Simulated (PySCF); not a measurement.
## Correlation energy of Co (cobalt, neutral)

[Ar] 3d6 4s2 4p1, one real determinant (an excited configuration). Computed with PySCF 2.14 in x2c-QZVPPall, with the spin-free X2C one-electron Hamiltonian (Gaussian nucleus). Frozen: [Ne]; 17 electrons correlated.

MP2 pair energies summed by pair of shells (mhartree):

| pair | energy | share (%) |
| --- | --- | --- |
| 3p-3d | -182.80 | 33.4 |
| 3d-3d | -126.22 | 23.1 |
| 3p-3p | -63.59 | 11.6 |
| 3d-4s | -41.96 | 7.7 |
| 3s-3d | -34.66 | 6.3 |
| 3s-3p | -29.50 | 5.4 |
| 3p-4s | -18.20 | 3.3 |
| 4s-4s | -17.59 | 3.2 |
| 4s-4p | -15.88 | 2.9 |
| 3d-4p | -6.99 | 1.3 |
| 3s-3s | -4.34 | 0.8 |
| 3p-4p | -3.36 | 0.6 |
| 3s-4s | -1.94 | 0.4 |
| 3s-4p | -0.35 | 0.1 |

Total MP2 correlation energy: -547.39 mhartree.

Same-spin part -182.56 and opposite-spin part -364.83 mhartree; SCS-MP2 scales them by 1/3 and 6/5 to -498.65 mhartree.

The basis was made for the ground configuration and has no added diffuse functions, which can raise the energy of the promoted electron.

The reference is one real determinant that mixes LS terms of this configuration.

This basis was not built for core-valence correlation, so the inner-shell part is incomplete.
